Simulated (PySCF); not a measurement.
ClCu (SMILES [Cl][Cu]), singlet, geometry from GFN2-xTB (such geometries of metal compounds can be far from the true shape); R2SCAN/STO-3G in PySCF.

PySCF was given this input:
```python
from pyscf import gto, scf, dft

mol = gto.Mole()
mol.atom = '''
    Cu   -0.00000000   -0.00000000   -0.75781346
    Cl    0.00000000    0.00000000    1.29274060
'''
mol.basis = 'sto-3g'
mol.verbose = 4
mol.build()

mf = dft.RKS(mol)
mf.xc = 'r2scan'
mf.init_guess = '1e'
mf = mf.newton()
mf.kernel()
mf.analyze()
```

### Question
Predict the main parts of the log of this PySCF run.

### Answer

```
PySCF version 2.14.0

[INPUT] verbose = 4
[INPUT] num. atoms = 2
[INPUT] num. electrons = 46
[INPUT] charge = 0
[INPUT] spin (= nelec alpha-beta = 2S) = 0
[INPUT] symmetry False subgroup None
[INPUT] Mole.unit = angstrom
[INPUT] Symbol           X                Y                Z      unit          X                Y                Z       unit  Magmom
[INPUT]  1 Cu     0.000000000000   0.000000000000  -0.757813460000 AA    0.000000000000   0.000000000000  -1.432059892909 Bohr   0.0
[INPUT]  2 Cl     0.000000000000   0.000000000000   1.292740600000 AA    0.000000000000   0.000000000000   2.442925684106 Bohr   0.0

nuclear repulsion = 127.226279995544
number of shells = 13
number of NR pGTOs = 81
number of NR cGTOs = 27
basis = sto-3g
ecp = {}

******** <class 'pyscf.soscf.newton_ah.SecondOrderRKS'> ********
method = SecondOrderRKS
initial guess = 1e
damping factor = 0
level_shift factor = 0
DIIS = <class 'pyscf.scf.diis.CDIIS'>
diis_start_cycle = 1
diis_space = 8
diis_damp = 0
SCF conv_tol = 1e-09
SCF conv_tol_grad = None
SCF max_cycles = 50
direct_scf = True
direct_scf_tol = 1e-13
XC library pyscf.dft.libxc version 7.1.2
    S. Lehtola, C. Steigemann, M. J. T. Oliveira, and M. A. L. Marques,  SoftwareX 7, 1–5 (2018)
XC functionals = r2scan
    J. W. Furness, A. D. Kaplan, J. Ning, J. P. Perdew, and J. Sun,  J. Phys. Chem. Lett. 11, 8208–8215 (2020)
    J. W. Furness, A. D. Kaplan, J. Ning, J. P. Perdew, and J. Sun,  J. Phys. Chem. Lett. 11, 9248–9248 (2020)
    J. W. Furness, A. D. Kaplan, J. Ning, J. P. Perdew, and J. Sun,  J. Phys. Chem. Lett. 11, 8208–8215 (2020)
    J. W. Furness, A. D. Kaplan, J. Ning, J. P. Perdew, and J. Sun,  J. Phys. Chem. Lett. 11, 9248–9248 (2020)
radial grids:
    Treutler-Ahlrichs [JCP 102, 346 (1995); DOI:10.1063/1.469408] (M4) radial grids

becke partition: Becke, JCP 88, 2547 (1988); DOI:10.1063/1.454033
pruning grids: <function nwchem_prune>
grids dens level: 3
symmetrized grids: False
atomic radii adjust function: <function treutler_atomic_radii_adjust>
small_rho_cutoff = 0
******** <class 'pyscf.dft.rks.RKS'> Newton solver flags ********
SCF tol = 1e-09
conv_tol_grad = None
max. SCF cycles = 50
direct_scf = True
direct_scf_tol = 1e-13
max_cycle_inner = 12
max_stepsize = 0.05
ah_start_tol = 1e+09
ah_level_shift = 0
ah_conv_tol = 1e-12
ah_lindep = 1e-14
ah_start_cycle = 1
ah_max_cycle = 40
ah_grad_trust_region = 2.5
kf_interval = 4
kf_trust_region = 5
canonicalization = True
Set conv_tol_grad to 3.16228e-05
Initial guess from hcore.
  HOMO = -16.6261706780296  LUMO = -15.9300745498407  gap/eV = 18.94174
tot grids = 39520

WARN: HOMO 1.74325578295103 == LUMO 1.74325621634749

Initial guess E= -2065.10287628883  |g|= 0.842428
macro= 0  E= -2065.03545900091  delta_E= 0.0674173  |g|= 0.00178794  3 KF 14 JK
macro= 1  E= -2065.03545900087  delta_E= 3.63798e-11  |g|= 1.92712e-05  1 KF 3 JK
Canonicalize SCF orbitals
macro X = 2  E=-2065.03545900087  |g|= 1.92712e-05  total 5 KF 20 JK

WARN: HOMO -0.1019026172629095 > LUMO -4.552972589236939 was found in the canonicalized orbitals.

converged SCF energy = -2065.03545900087
**** SCF Summaries ****
Total Energy =                       -2065.035459000872834
Nuclear Repulsion Energy =             127.226279995544246
One-electron Energy =                -3006.497287931607843
Two-electron Energy =                  814.235548935190764
Two-electron Coulomb Energy =          903.390742854001360
DFT Exchange-Correlation Energy =      -89.155193918810568
HOMO-LUMO gap [eV] =                     0.000011793318265
**** MO energy ****
MO #1   energy= -326.093301820205  occ= 2
MO #2   energy= -99.7423465724259  occ= 2
MO #3   energy= -44.6004350019726  occ= 2
MO #4   energy= -40.694304585283   occ= 2
MO #5   energy= -40.6239898645346  occ= 2
MO #6   energy= -40.6239898645341  occ= 2
MO #7   energy= -8.96720866675363  occ= 2
MO #8   energy= -8.87648825625729  occ= 2
MO #9   energy= -7.54784051340409  occ= 2
MO #10  energy= -7.40623221582475  occ= 2
MO #11  energy= -7.40623221582374  occ= 2
MO #12  energy= -6.63422745108954  occ= 2
MO #13  energy= -6.62296124513154  occ= 2
MO #14  energy= -6.62296124513152  occ= 2
MO #15  energy= -4.46392636039834  occ= 2
MO #16  energy= -0.977773736411123 occ= 2
MO #17  energy= -0.801512475499496 occ= 2
MO #18  energy= -0.689515305118294 occ= 2
MO #19  energy= -0.689515305118181 occ= 2
MO #20  energy= -0.471953477359191 occ= 2
MO #21  energy= -0.134023834889641 occ= 2
MO #22  energy= -0.134023834889637 occ= 2
MO #23  energy= -0.10190261726291  occ= 2
MO #24  energy= -4.55297258923694  occ= 0
MO #25  energy= -4.52249740070211  occ= 0
MO #26  energy= -4.52249740070132  occ= 0
MO #27  energy= -4.39275416825596  occ= 0
 ** Mulliken pop on meta-lowdin orthogonal AOs  **
 ** Mulliken pop  **
pop of  0 Cu 1s           2.00000
pop of  0 Cu 2s           2.00000
pop of  0 Cu 3s           1.99900
pop of  0 Cu 4s           2.00000
pop of  0 Cu 2px          2.00000
pop of  0 Cu 2py          2.00000
pop of  0 Cu 2pz          2.00000
pop of  0 Cu 3px          2.00000
pop of  0 Cu 3py          2.00000
pop of  0 Cu 3pz          1.99999
pop of  0 Cu 4px          2.00000
pop of  0 Cu 4py          2.00000
pop of  0 Cu 4pz          2.00000
pop of  0 Cu 3dxy         0.00000
pop of  0 Cu 3dyz         0.00005
pop of  0 Cu 3dz^2        0.00163
pop of  0 Cu 3dxz         0.00005
pop of  0 Cu 3dx2-y2      2.00000
pop of  1 Cl 1s           2.00000
pop of  1 Cl 2s           2.00000
pop of  1 Cl 3s           1.99981
pop of  1 Cl 2px          2.00000
pop of  1 Cl 2py          2.00000
pop of  1 Cl 2pz          2.00000
pop of  1 Cl 3px          1.99995
pop of  1 Cl 3py          1.99995
pop of  1 Cl 3pz          1.99957
 ** Mulliken atomic charges  **
charge of    0Cu =      0.99928
charge of    1Cl =     -0.99928
Dipole moment(X, Y, Z, Debye):  0.00000,  0.00000, -6.65970
```
